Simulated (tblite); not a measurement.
Species: C5H12OSi2.
Numbering: `[CH3:1][C:2](=[O:3])[C@@H:4]1[CH2:5][Si@@H:6]([CH3:7])[SiH2:8]1` (hydrogens: H9, H10, H11 on C1; H12 on C4; H13, H14 on C5; H15 on Si6; H16, H17, H18 on C7; H19, H20 on Si8)

Geometry (GFN2-xTB, Å), atoms numbered from 1 in this order:
```xyz
20
C5H12OSi2 angstrom
C     -3.1221   -0.0050   -0.3888
C     -1.7118   -0.1721    0.1191
O     -1.4366   -0.0879    1.3062
C     -0.6575   -0.3533   -0.8813
C      0.4793   -1.2158   -0.3102
Si     1.3364    0.0897    0.8140
C      3.2359    0.0896    0.6161
Si     0.1991    1.4174   -0.7449
H     -3.7699    0.3626    0.4031
H     -3.4944   -0.9697   -0.7309
H     -3.1344    0.6814   -1.2323
H     -1.0414   -0.6743   -1.8471
H      1.1329   -1.5494   -1.1171
H      0.0909   -2.1051    0.1853
H      1.0411    0.0468    2.2456
H      3.5402    0.1029   -0.4256
H      3.6762   -0.7893    1.0765
H      3.6716    0.9588    1.0975
H     -0.7970    2.4711   -0.5202
H      0.7561    1.7119   -2.0778
```

Method: GFN2-xTB as coded in tblite; computed harmonic values from a numerical Hessian at the method's own geometry, unscaled. This tight-binding method is rough: wavenumbers can miss measured ones by several per cent, in bad cases by 10 to 20. Modes of hydrogen on silicon can be 10 to 20 % off. One conformer, not necessarily the lowest.

Harmonic wavenumbers (cm⁻¹): 64.3, 80.1, 106.3, 114.5, 124.3, 148.2, 161.9, 262.2, 305.3, 345.6, 401.0, 433.6, 478.1, 501.9, 535.6, 601.3, 613.8, 654.5, 675.8, 710.3, 730.4, 774.8, 807.1, 815.7, 835.7, 890.9, 971.8, 987.3, 1026.9, 1056.1, 1126.6, 1173.8, 1212.1, 1318.1, 1368.0, 1372.1, 1458.5, 1466.6, 1475.4, 1492.3, 1497.8, 1678.1, 2146.9, 2209.3, 2245.0, 2974.2, 2988.9, 2994.4, 3014.1, 3030.6, 3042.2, 3044.2, 3046.5, 3050.1.

A = 2775, B = 965.3, C = 878.3 MHz; mass 144.043 u (most abundant isotopes); point group C1, symmetry number 1.

Zero-point energy?

Half the sum of the wavenumbers: 33321 cm⁻¹ = 398.60 kJ/mol.

Entropy at 298.15 K, 1 bar (ideal gas, RRHO, classical rotation)?

Translation 170.84, rotation 122.61, vibration 145.16: S = 438.6 J/(mol K).

And Cp and H(298.15 K) − H(0)?

Cp = 186.24 J/(mol K), of which vibrations give 152.98 (their classical limit is 54 R = 449.0); H(298.15 K) − H(0) = 33.18 kJ/mol without the zero-point energy, 23.26 from vibrations.

Which modes carry the vibrational entropy at 298.15 K?

64.3 cm⁻¹: 18.08; 80.1 cm⁻¹: 16.27; 106.3 cm⁻¹: 13.96; 114.5 cm⁻¹: 13.35; 124.3 cm⁻¹: 12.69; 148.2 cm⁻¹: 11.28 J/(mol K); the other 48 give 59.54 together.

What must be added to the electronic energy to get the Gibbs energy at 298.15 K and 1 bar?

ZPE + [H(298.15 K) − H(0)] − T·S = 398.60 + 33.18 − 130.77 = 301.01 kJ/mol.

Hindered rotation and anharmonicity are outside this model. Other conformers, if any are populated, would add a mixing term that is left out. The structure is chiral; the term R ln 2 for an equal mix with its mirror image is left out.

Time: 1.6 s. Hardware: one thread of an Arm Neoverse N1, on a shared host. This covers the Hessian and the dipole derivatives.
